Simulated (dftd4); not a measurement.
disilazane (H$_{7}$NSi$_{2}$), singlet, at a GFN2-xTB geometry; D4 for r2scan run with dftd4.

dftd4 was given this input:
```
$ dftd4 mol.xyz --func r2scan --charge 0 --json dftd4.json --noedisp --property

# file mol.xyz
10

Si     1.49303295    -0.29467355     0.37775681
N      0.07177708    -0.11245754    -0.59500001
Si    -1.52266963     0.35803387    -0.10940318
H      2.60085977    -0.44841929    -0.56612732
H      1.61644865     0.91435503     1.18804151
H      1.41022821    -1.47096761     1.25316965
H      0.11743383    -0.57014488    -1.49085173
H     -2.18929653    -0.69189990     0.67169837
H     -2.25767966     0.60314487    -1.35098125
H     -1.38552039     1.56409001     0.70310006
```

Question: Predict the main parts of the log of this dftd4 run.

Answer: 
```
                    ____  _____ _____     ____  _  _
      -------------|  _ \|  ___|_   _|---|  _ \| || |------------
     |             | | | | |_    | | ___ | | | | || |_           |
     |             | |_| |  _|   | ||___|| |_| |__   _|          |
     |             |____/|_|     |_|     |____/   |_|            |
     |             ===================================           |
     |            E. Caldeweyher, S. Ehlert & S. Grimme          |
     |          Mulliken Center for Theoretical Chemistry        |
     |                    University of Bonn                     |
      -----------------------------------------------------------

Rational (Becke-Johnson) damping: r2scan-D4-ATM
---------------------
  s6         1.0000
  s8         0.6019
  s9         1.0000
  a1         0.5156
  a2         5.7734
 alp        16.0000
--------------------

Atomic data, radii in Ångström:
------------------------------------------------------
   Z          R(cov)      r4/r2   hardness         EN
------------------------------------------------------
  14 Si       1.3867     2.5839     0.3054     1.9000
   7 N        0.9467     1.4350     0.5044     3.0400
   1 H        0.4267     1.0622     0.4726     2.2000
------------------------------------------------------

Atomic reference systems (in atomic units):
----------------------------------------------------------------------------
   Z        #      CN     q+Z       C6(AA)   #      CN     q+Z       C6(AA)
----------------------------------------------------------------------------
  14 Si     1  0.0000 14.0000     321.4498   2  0.8915 14.0165     270.4983
            3  1.8234 13.9936     236.2774   4  2.8003 13.9692     228.3542
            5  3.6668 13.9341     158.2713
   7 N      1  0.0000  7.0000      25.3714   2  0.8583  6.6470      32.5496
            3  1.8399  6.6987      28.5877   4  2.5804  6.1757      42.3910
            5  0.9809  7.0000      18.1534
   1 H      1  0.0000  1.0000       7.6362   2  0.8942  1.0000       3.0374
----------------------------------------------------------------------------

Atomic properties (in atomic units):
----------------------------------------------------------------------------
     #    Z              CN          q      C6(AA)        C8(AA)   alpha(0)
----------------------------------------------------------------------------
     1   14 Si       3.6635     0.0749    153.2475    10961.2766    22.8990
     2    7 N        2.5002    -0.5822     33.8295      746.3059     8.7052
     3   14 Si       3.6635     0.0749    153.2475    10961.2766    22.8990
     4    1 H        0.9183     0.0344      2.5264       30.5395     2.4859
     5    1 H        0.9190     0.0383      2.4730       29.8943     2.4595
     6    1 H        0.9169     0.0335      2.5384       30.6848     2.4919
     7    1 H        0.8624     0.2202      1.0084       12.1895     1.5729
     8    1 H        0.9169     0.0335      2.5384       30.6848     2.4919
     9    1 H        0.9183     0.0344      2.5264       30.5395     2.4859
    10    1 H        0.9190     0.0383      2.4730       29.8943     2.4595
----------------------------------------------------------------------------

Molecular properties (in atomic units):
----------------------------------------
 molecular C6                1672.5535
 molecular C8               74131.7046
----------------------------------------

Dispersion energy:      -1.7132905065828E-03 Eh

[Info] JSON dump of results written to 'dftd4.json'
```
